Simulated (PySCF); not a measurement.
**Removing the step error of a finite difference**

System: C2H3BCl2O2 (SMILES CC(=O)OB(Cl)Cl), singlet, geometry from GFN2-xTB. Level: CAMB3LYP/6-31G, polarisability (PySCF). Sums are taken with unrounded values, so a last digit can differ.

Second differences of the energy in a field along z gave a polarisability along z of 35.193 bohr³ at step 0.005 and 35.223 bohr³ at step 0.02 (atomic units).

Task: Extrapolate to zero step.

Result: The leading error of a symmetric difference goes as h², so A(h) = A0 + c h². Then c = (35.223 - (35.193))/(0.02² - 0.005²) = 80.4 (atomic units) and A0 = 35.193 - c × 0.005² = 35.191 bohr³. The analytic value from the same program and level is 35.191 bohr³: the smaller step missed it by 0.002, the extrapolation by 0.000.
